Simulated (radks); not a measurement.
Values are calculated unless marked as measured or tabulated.
Te5+, configuration [Kr] 4d10 5s1. Code: a radial shooting solver on a logarithmic mesh with Libxc functionals. Model: scalar-relativistic Kohn-Sham, PBEsol, spin-polarised, spherical densities, finite nucleus; open shells are filled with parallel spins first (spin-orbit coupling, left out, can overturn this in heavy ions); Fermi nuclear charge, rms radius 4.7423 fm.

Normalised radial functions P(r) = r R(r), r in bohr:

```
   r/bohr * 4s up, o 4p down, + 4d up (the largest magnitude, 1.29, reaches the edge; | marks zero, & curves that meet)
 0.002541                             &  *
 0.003336                             &  *
 0.004378                             &   *
 0.005793                             +o   *
 0.007604                             +o    *
  0.01006                             +o    *
  0.01321                             + o    *
  0.01747                             +  o  *
  0.02293                             +    &
  0.03035                             |+*   o
  0.03983                           * |+      o
  0.05228                      *      | +       o
  0.06917                   *         |   +     o
   0.0908                   *         |      &
   0.1201                        *    |o        +
   0.1577                      o      |    *      +
   0.2086               o             |           + *
   0.2739               o             |        +     *
   0.3624                          o  +  *
   0.4756              *   +          |            o
   0.6243  *      +                   |                        o
    0.826   *  +                      |                         o
    1.084         +   *               |                 o
    1.435                +      *     |       o
    1.883                       +   * |  o
    2.491                           + &
     3.27                             &
    4.327                             &
     5.68                             &
```

4s up: eigenvalue -222.06 eV, 3 radial nodes at r = 0.0347, 0.138, 0.381 bohr, <r> = 0.764 bohr, 90 % of the charge inside 1.10 bohr. 4p down: eigenvalue -171.88 eV, 2 radial nodes at r = 0.123, 0.384 bohr, <r> = 0.818 bohr, 90 % of the charge inside 1.20 bohr. 4d up: eigenvalue -98.981 eV, 1 radial node at r = 0.364 bohr, <r> = 0.955 bohr, 90 % of the charge inside 1.45 bohr.
